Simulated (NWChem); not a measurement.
The numbers come from NWChem runs, not from measurements. System: HTe, charge 0, spin multiplicity 2, at a geometry optimised with UPBE0/def2-SVP with def2 effective core potentials on Te. The structure started from a generated list of species. Its SCF solution wasn't tested for a lower state. Level: UMP2/def2-TZVP with def2 effective core potentials on Te, 4 core orbitals frozen.

The NWChem input:

```
start mol
memory heap 200 mb stack 900 mb global 1100 mb
geometry units angstroms nocenter noautoz
  Te     0.000000     0.000000     0.031451
  H      0.000000     0.000000    -1.635459
  symmetry group C2v
end
basis spherical
  * library def2-tzvp
end
ecp
  Te library def2-ecp
end
scf
  uhf
  nopen 1
  maxiter 100
  thresh 1e-7
  semidirect memsize 60000000 filesize 0
  # guess.movecs holds the orbitals of an unrestricted PBE0 run
  vectors input guess.movecs output mol.movecs
end
mp2
  freeze core 4
end
task mp2 energy
```

Part of the output:

```
             Northwest Computational Chemistry Package (NWChem) 7.3.0
             --------------------------------------------------------

                                NWChem Input Module
                                -------------------

 Scaling coordinates for geometry "geometry" by  1.889725989
 (inverse scale =  0.529177249)

 Turning off AUTOSYM since
 SYMMETRY directive was detected!

                             Geometry "geometry" -> ""
                             -------------------------

 Output coordinates in angstroms (scale by  1.889725989 to convert to a.u.)

  No.       Tag          Charge          X              Y              Z
 ---- ---------------- ---------- -------------- -------------- --------------
    1 Te                  52.0000     0.00000000     0.00000000     0.03145100
    2 H                    1.0000     0.00000000     0.00000000    -1.63545900

 Effective nuclear repulsion energy (a.u.)      16.5079200125

            Nuclear Dipole moment (a.u.)
            ----------------------------
        X                 Y               Z
 ---------------- ---------------- ----------------
     0.0000000000     0.0000000000    -0.0000132281

      Symmetry information
      --------------------

 Group name             C2v
 Group number             16
 Group order               4
 No. of unique centers     2

      Symmetry unique atoms

     1    2


 Summary of "ao basis" -> "" (spherical)
 ------------------------------------------------------------------------------
       Tag                 Description            Shells   Functions and Types
 ---------------- ------------------------------  ------  ---------------------
 *                         def2-tzvp                  on all atoms

 Summary of "ao basis" -> "ao basis" (spherical)
 ------------------------------------------------------------------------------
       Tag                 Description            Shells   Functions and Types
 ---------------- ------------------------------  ------  ---------------------
 Te                        def2-tzvp                16       50   6s5p3d2f
[...]
  AO/Fock/Back tols     =   1.0D-09  1.0D-09  1.0D-09

 GA uses MA = F    GA memory limited = T

 Available:
  local mem=  1.26D+08
 global mem=  1.44D+08
 local disk=  0.00D+00
  mp2_memr nvloc                    43
  nvloc new                    43
   1 passes of   9:        4194304                      25739                   2105450.
   1 passes of   9: M    126142320           G      144172928           F     121948016.

 Semi-direct pass number   1 of   1  for UHF alpha       at        0.5s
  vrange nnbf                  1596
  mp2_eaftype                    10  avail_ma_in_mb                  1099
 EAF : mp2_eaftype filesize          10    1052725.
  mp2_eaf for mointskh                     10
Node 0 wrote      4.9 Mb in      0.0 s     Agg I/O rate:  1516.7 Mb/s
 Done moints_semi at        1.3s
  mp2_eaftype                    10  avail_ma_in_mb                  1089
 EAF : mp2_eaftype filesize          10    1052725.
  mp2_eaf for kh                    10
 Done maket at        1.4s
 Done multipass loop at        1.4s

 GA uses MA = F    GA memory limited = T

 Available:
  local mem=  1.26D+08
 global mem=  1.44D+08
 local disk=  0.00D+00
  mp2_memr nvloc                    44
  nvloc new                    44
   1 passes of   8:        4194304                      23990                   1915526.
   1 passes of   8: M    126142320           G      144172928           F     121948016.

 Semi-direct pass number   1 of   1  for UHF beta        at        1.4s
  vrange nnbf                  1596
  mp2_eaftype                    10  avail_ma_in_mb                  1099
 EAF : mp2_eaftype filesize          10     957763.
  mp2_eaf for mointskh                     10
Node 0 wrote      4.5 Mb in      0.0 s     Agg I/O rate:  1869.6 Mb/s
 Done moints_semi at        2.2s
  mp2_eaftype                    10  avail_ma_in_mb                  1089
 EAF : mp2_eaftype filesize          10     957763.
  mp2_eaf for kh                    10
 Done maket at        2.3s
 Done multipass loop at        2.3s

          -------------------------------------------
          SCF energy                -267.574184040677
          Correlation energy          -0.438176705958
          Singlet pairs                0.000000000000
          Triplet pairs                0.000000000000
          Total MP2 energy          -268.012360746636
          -------------------------------------------

          ---------------------------------------------------
                    Spin Component Scaled (SCS) MP2
          Same spin pairs                     -0.156710683288
          Same spin scaling factor             0.333333333333
          Opposite spin pairs                 -0.281466022670
          Opposite spin scaling fact.          1.200000000000
          SCS-MP2 correlation energy          -0.389996121633
          Total SCS-MP2 energy              -267.964180162311
          ---------------------------------------------------

 -----------------------
 Performance information
 -----------------------

 Timer overhead =  1.54D-07 seconds/call

               Nr. of calls         CPU time (s)                 Wall time (s)                GFlops
             ---------------    -------------------     ------------------------------   -------------------
Name         Min   Avg   Max    Min     Avg     Max     Min     Avg     Max   Mx/calls   Min     Max     Sum
mp2: moin     2     2     2    1.7     1.7     1.7      1.7     1.7     1.7    0.83      0.0     0.0     0.0
mp2: make     2     2     2   5.87E-2 5.87E-2 5.87E-2  5.87E-2 5.87E-2 5.87E-2 2.94E-2   0.0     0.0     0.0
mp2: tota     1     1     1    1.8     1.8     1.8      1.8     1.8     1.8     1.8      0.0     0.0     0.0

 The average no. of pstat calls per process was 5.00D+00
 with a timing overhead of 7.72D-07s

 Task  times  cpu:        2.2s     wall:        2.2s

 Total times  cpu:        2.3s     wall:        2.3s
```
